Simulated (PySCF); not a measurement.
An unknown is described by computed data only.

Formula: C5H17N3Si.

| Property | Result |
| --- | --- |
| 13C NMR | chemical shifts (computed TMS as zero) by class: 30.4 (3 C), 9.3 (1 C), 5.1 (1 C) ppm [GIAO KT2/pcSseg-1] |
| Polarisability | 112.9 au [B3LYP/def2-SVPD] |
| XPS | Si2p3/2 106.0, C1s 289.6, C1s 290.2, C1s 291.1 (×3), N1s 403.8 (×3), Si1s 1846.1 eV [ΔSCF SCAN, pcX-2 on the ionised atom, pcseg-1 elsewhere, spin-free X2C, 2p3/2 from a spin–orbit splitting computed afterwards within the 2p shell] |
| UV, strongest line | among the 10 lowest singlet transitions: S9 at 6.40 eV (194 nm, f = 0.032) [TDDFT B3LYP/def2-SVPD] |
| Triplet | lowest triplet excitation (Tamm–Dancoff): 5.15 eV [TDA B3LYP/def2-SVPD] |
| Rotational structure | rotational constants A, B, C: 1.403, 1.078, 0.833 GHz [PBE0-D3(BJ)/def2-SVP] |
| Dipole | 0.50 D [B3LYP/def2-SVPD] |
| UV, first state | lowest singlet excitation: 5.26 eV (236 nm, f = 0.004) [TDDFT B3LYP/def2-SVPD] |
| 1H NMR | chemical shifts (computed TMS as zero) by class: 2.67 (9 H), 0.89 (3 H), 0.42 (2 H), -0.13 (3 H) ppm [GIAO KT2/pcSseg-1] |

Electronic properties: PySCF, gas phase, density fitting. Levels stand in brackets. One conformer (not necessarily the lowest) at the PBE0-D3(BJ)/def2-SVP geometry, without solvent, vibrations or thermal averaging. NMR classes are plain means over equivalent atoms (diastereotopic ones count apart unless rotation or inversion swaps them), as if these changed places fast.

**Question.** What is the compound? Reason from the data.

**Answer.** 5 carbons fall into 3 classes; from least to most shielded: carbon bonded to N and 3 H (30.4 ppm, 3 C), carbon bonded to C and 3 H (9.3 ppm), carbon bonded to C, Si and 2 H (5.1 ppm). Hydrogen classes from least to most shielded: 9 H on 3 like atoms (carbon bonded to N and 3 H) (2.67 ppm), 3 H on a carbon bonded to C and 3 H (0.89 ppm), 2 H on a carbon bonded to C, Si and 2 H (0.42 ppm), 3 H on 3 like atoms (nitrogen bonded to C, Si and H) (-0.13 ppm). The core levels belong to: Si2p3/2 106.0 eV, silicon bonded to C and 3 N; C1s 289.6 eV, carbon bonded to C, Si and 2 H; C1s 290.2 eV, carbon bonded to C and 3 H; C1s 291.1 eV, carbon bonded to N and 3 H; N1s 403.8 eV, nitrogen bonded to C, Si and H; Si1s 1846.1 eV, silicon bonded to C and 3 N. One atom of each topological class was ionised and stands for its class. The optimised geometry has point group C1 and is an asymmetric top. Structure: SiEt(NHMe)3, `CC[Si](NC)(NC)NC`. The assignments are read from this structure; whether some other isomer fits the data as well wasn't checked.
